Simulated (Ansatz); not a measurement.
The cluster Sr₂O₃ (the lowest singlet isomer of a short search) was relaxed with PBE0-D4 (def2-SVP) in Ansatz in these states: neutral quintet, neutral singlet, neutral triplet. The geometries follow in no particular order.

In the def2 sets Sr takes a core potential; there is no spin–orbit coupling.

A:

```xyz
5

Sr    0.423    1.293    1.248
Sr   -0.234   -1.753   -0.531
O     0.365    0.627   -1.207
O    -0.903    0.684   -0.837
O     0.349   -0.851    1.327
```

B:

```xyz
5

Sr   -1.107   -1.375   -0.733
Sr    1.108    1.374    0.734
O    -0.242   -0.454    1.216
O    -0.788    0.918   -0.530
O     1.029   -0.463   -0.687
```

C:

Cartesian coordinates in Å:
```
Sr 0.756 1.168 0.889
Sr -0.358 -0.942 -1.308
O -1.270 0.066 0.581
O -0.247 -0.928 1.017
O 1.119 0.636 -1.178
```

Question: Judge from the bond lengths which geometry belongs to which state (an estimate).

Answer: A is the neutral triplet (O3–O4 1.323 Å, Sr1–Sr2 3.588 Å, Sr2–O3 2.545 Å); B is the neutral quintet (O3–O4 2.287 Å, Sr1–Sr2 3.822 Å, Sr2–O3 2.323 Å); C is the neutral singlet (O3–O4 1.491 Å, Sr1–Sr2 3.243 Å, Sr2–O3 2.327 Å).

At PBE0-D4/def2-TZVP a singlet lies 1.85 eV below the neutral triplet. At PBE0-D4/def2-TZVP a singlet lies 3.64 eV below the neutral quintet. These are the stationary points nearest to one start from a short search; other shapes may lie lower in each state.
